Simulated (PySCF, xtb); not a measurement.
C3H7Si, SMILES C1C[SiH]C1, multiplicity 2.

Harmonic wavenumbers (cm⁻¹) from GFN2-xTB in xtb at its own minimum, in rising order: 101, 451, 506, 549, 672, 700, 726, 795, 880, 986, 998, 1051, 1147, 1176, 1200, 1224, 1283, 1476, 1478, 1503, 2179, 2967, 2985, 2985, 3000, 3004, 3009.

Problem. What does PySCF with PBE-D3(BJ)/def2-SVP give at its own minimum? (Estimate from the structure and the level; the computed values follow.)

Solution. 159, 401, 530, 568, 610, 650, 762, 772, 866, 902, 936, 945, 1003, 1083, 1150, 1175, 1232, 1362, 1380, 1406, 2052, 2944, 3007, 3007, 3026, 3080, 3080. Paired by order, the mean absolute difference is 61 cm⁻¹ and the zero-point energies are 55.8 and 54.4 kcal/mol.
